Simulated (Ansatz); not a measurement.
C₇H₇F, SMILES `Cc1ccccc1F` at its PBE0-D4/def2-TZVP geometry, where that method's forces vanish. Charge 0, multiplicity 1.

```json
{"atom": "C1", "x (Å)": "1.680", "y (Å)": "0.665", "z (Å)": "-1.276"}
{"atom": "C2", "x (Å)": "0.547", "y (Å)": "0.186", "z (Å)": "-0.426"}
{"atom": "C3", "x (Å)": "0.084", "y (Å)": "-1.124", "z (Å)": "-0.457"}
{"atom": "C4", "x (Å)": "-0.969", "y (Å)": "-1.543", "z (Å)": "0.342"}
{"atom": "C5", "x (Å)": "-1.587", "y (Å)": "-0.646", "z (Å)": "1.199"}
{"atom": "C6", "x (Å)": "-1.149", "y (Å)": "0.669", "z (Å)": "1.255"}
{"atom": "C7", "x (Å)": "-0.099", "y (Å)": "1.051", "z (Å)": "0.446"}
{"atom": "F8", "x (Å)": "0.322", "y (Å)": "2.326", "z (Å)": "0.503"}
{"atom": "H9", "x (Å)": "1.365", "y (Å)": "1.479", "z (Å)": "-1.934"}
{"atom": "H10", "x (Å)": "2.066", "y (Å)": "-0.146", "z (Å)": "-1.893"}
{"atom": "H11", "x (Å)": "2.498", "y (Å)": "1.052", "z (Å)": "-0.664"}
{"atom": "H12", "x (Å)": "0.566", "y (Å)": "-1.829", "z (Å)": "-1.127"}
{"atom": "H13", "x (Å)": "-1.307", "y (Å)": "-2.572", "z (Å)": "0.294"}
{"atom": "H14", "x (Å)": "-2.410", "y (Å)": "-0.965", "z (Å)": "1.827"}
{"atom": "H15", "x (Å)": "-1.607", "y (Å)": "1.398", "z (Å)": "1.912"}
```

For each bond, give half the difference of the two atoms' forces along it (eV/Å; positive pushes the atoms apart) under PBE-D4, r2SCAN-D4, B3LYP-D4, ωB97M-V in def2-TZVPP. (Estimate.)

The calculation gave: 
| bond | length (Å) | PBE-D4 | r2SCAN-D4 | B3LYP-D4 | ωB97M-V |
| --- | --- | --- | --- | --- | --- |
| C1–H9 | 1.093 | 0.12 | -0.02 | -0.06 | -0.10 |
| C1–H10 | 1.090 | 0.10 | -0.03 | -0.07 | -0.07 |
| C1–H11 | 1.093 | 0.12 | -0.02 | -0.06 | -0.10 |
| C2–C3 | 1.390 | 0.11 | 0.09 | 0.05 | -0.04 |
| C2–C7 | 1.388 | 0.07 | -0.01 | -0.08 | -0.14 |
| C3–C4 | 1.387 | 0.09 | 0.08 | 0.11 | 0.08 |
| C3–H12 | 1.085 | 0.01 | -0.09 | -0.15 | -0.09 |
| C4–C5 | 1.386 | 0.13 | 0.09 | 0.11 | 0.04 |
| C4–H13 | 1.083 | 0.00 | -0.09 | -0.14 | -0.10 |
| C5–C6 | 1.387 | 0.09 | 0.10 | 0.11 | 0.06 |
| C5–H14 | 1.084 | 0.00 | -0.09 | -0.15 | -0.09 |
| C6–C7 | 1.379 | 0.04 | -0.01 | -0.03 | -0.05 |
| C6–H15 | 1.083 | 0.00 | -0.10 | -0.14 | -0.09 |
| C7–F8 | 1.343 | 0.47 | 0.29 | 0.37 | 0.33 |

B3LYP here is the variant with VWN-RPA as its local correlation; programs differ in this.

Computed with Ansatz.
